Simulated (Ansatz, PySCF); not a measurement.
Molecule: SbI₂, charge 0, multiplicity 2. It need not be the lowest isomer of its formula. SMILES: [Sb]([I])[I]
Coordinates optimised at B3LYP-D3(BJ)/def2-TZVP (Ansatz, a program for electronic structure):
```
Sb
I 1 2.7314
I 1 2.7314 2 101.05
```
Charge 0, spin multiplicity 2.

Wanted: vertical ionisation energy (to the singlet state of charge +1; each state is the SCF solution reached for its spin; for the singlet T1 is 0.031), in eV. Correlated levels leave the core frozen unless marked. Open shells are spin-unrestricted. Spin-orbit coupling is left out. Frozen are the shells of the preceding noble gas and the d and f shells that filled before the atom's block. In def2 rows, elements after Kr have scalar-relativistic effective core potentials. Basis-set limits of correlation are two-point, X^-3; Hartree-Fock from the larger set. The bracket is a focal-point correction in the basis named.

| level | program | vertical ionisation energy (eV) |
|---|---|---|
| SVWN5/def2-TZVPD | Ansatz | 7.77 |
| B3LYP/def2-TZVPD | Ansatz | 7.87 |
| CAM-B3LYP/def2-TZVPD | Ansatz | 8.13 |
| MP2/def2-TZVPPD | Ansatz | 7.85 |
| RI-MP2/def2-TZVPPD | Ansatz | 7.85 |
| SCS-MP2/def2-TZVPPD | Ansatz | 7.82 |
| RI-MP2/CBS(def2-TZVPPD,def2-QZVPPD)+[CCSD(T)-MP2]/def2-TZVPPD | Ansatz | 7.94 |

For comparison, minus the highest occupied orbital energy (PySCF): 8.73 eV at HF/def2-TZVPD, 4.90 eV at BLYP/def2-TZVPD, 7.35 eV at M06-2X/def2-TZVPD.
